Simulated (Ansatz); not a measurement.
`C[CH2][Sn][Cl]` + HBr → `C[CH2][Sn][Br]` + HCl at 500 K and 1 bar (ligand exchange at the Sn–Cl bond).

Calculated with Ansatz (gas phase, PBE0-D4/def2-TZVP geometries, no zero-point term in ΔE). CCSD(T)/CBS is the MP2 limit (def2-TZVPP, def2-QZVPP) plus CCSD(T) − MP2 in def2-TZVPP, frozen cores. This one scheme is used for every species. def2 core potentials past Kr. For Br, Sn outer-core shells are correlated without core-valence functions, which leaves a few kJ/mol of doubt a bond. Scalar relativity is left out up to krypton. Each species was taken in one conformer, which may not be the lowest.

```csv
species,CCSD(T)/CBS energy (Eh),H − E (kJ/mol),S (J/(mol·K))
`C[CH2][Sn][Cl]`,-752.96755,211.0,409.2
HBr,-2573.91920,30.5,213.7
`C[CH2][Sn][Br]`,-2866.51200,210.8,420.6
HCl,-460.38127,32.5,201.9
```

H − E and S are ideal-gas, rigid-rotor, harmonic terms from PBE0-D4/def2-TZVP, for one conformer and one mirror image of each species. 1 Eh = 2625.50 kJ/mol, R = 8.31446 J/(mol·K).

By hand: ΔE, ΔH, ΔS and ΔG.

ΔE = (-2866.51200) + (-460.38127) − (-752.96755) − (-2573.91920) = -0.00652 Eh = -17.1 kJ/mol. Δ(H − E) = 210.8 + 32.5 − 211.0 − 30.5 = 1.8, so ΔH = -15.3 kJ/mol. ΔS = 420.6 + 201.9 − 409.2 − 213.7 = -0.4 J/(mol·K). ΔG = -15.3 − 500 × (-0.4)/1000 = -15.1 kJ/mol.

By hand: the equilibrium constant, and the temperature at which ΔG would vanish if ΔH and ΔS stayed fixed.

log₁₀ K = −ΔG/(RT ln 10) = 1.6. ΔG = 0 at ΔH/ΔS = 38250 K, far beyond where these terms or the molecules hold.

The number of gas molecules stays the same, so ΔS is small and ΔH decides. A doubt of 5 kJ/mol in ΔE shifts log₁₀ K by 0.5 here. Other conformers and mirror images would add mixing entropy, several J/(mol·K) or more a flexible species. Modes under 60 cm⁻¹, often nearly free rotors, make the harmonic entropy too high. These are equilibria of isolated gas molecules and say nothing of rates. Largest T1 diagnostic: 0.013 (customary marks: 0.02 for closed shells, 0.045 for open ones).
